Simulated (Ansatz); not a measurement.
Start from `C[N](C)[Ti]([F])([N](C)C)[N](C)C` and change one element to get `C[N](C)[Zr]([F])([N](C)C)[N](C)C`.

Ansatz, PBE0-D4/def2-TZVP geometries, multiplicity 1. Each molecule was computed in one conformer, which needn't be the lowest.

Elements past krypton have def2 core potentials. Scalar relativity is left out up to krypton.

```
                               property  `C[N](C)[Ti]([F])([N](C)C)[N](C)C`
  LUMO energy (ωB97M-V/def2-TZVPP) / eV                                1.45
  HOMO–LUMO gap (B3LYP/def2-TZVPP) / eV                                5.13
    HOMO–LUMO gap (PBE/def2-TZVPP) / eV                                3.42
    HOMO energy (B3LYP/def2-TZVPP) / eV                               -5.99
      HOMO energy (PBE/def2-TZVPP) / eV                               -4.95
HOMO–LUMO gap (ωB97M-V/def2-TZVPP) / eV                                9.90
```

**Question.** Give the same properties after the change, and the shifts. (An estimate is asked.)

**Answer.** The calculation gave: 
```tsv
property	`C[N](C)[Zr]([F])([N](C)C)[N](C)C`	shift
LUMO energy (ωB97M-V/def2-TZVPP) / eV	1.20	-0.25
HOMO–LUMO gap (B3LYP/def2-TZVPP) / eV	5.81	0.68
HOMO–LUMO gap (PBE/def2-TZVPP) / eV	4.17	0.75
HOMO energy (B3LYP/def2-TZVPP) / eV	-5.92	0.07
HOMO energy (PBE/def2-TZVPP) / eV	-4.88	0.07
HOMO–LUMO gap (ωB97M-V/def2-TZVPP) / eV	9.59	-0.31
```

With PBE0 the HOMO rises by 0.06 eV and the LUMO rises by 0.73 eV, so the gap widens by about 0.67 eV. PBE moves the HOMO by 0.07 eV and ωB97M-V by 0.07 eV.

B3LYP here is the variant with VWN-RPA as its local correlation; programs differ in this.
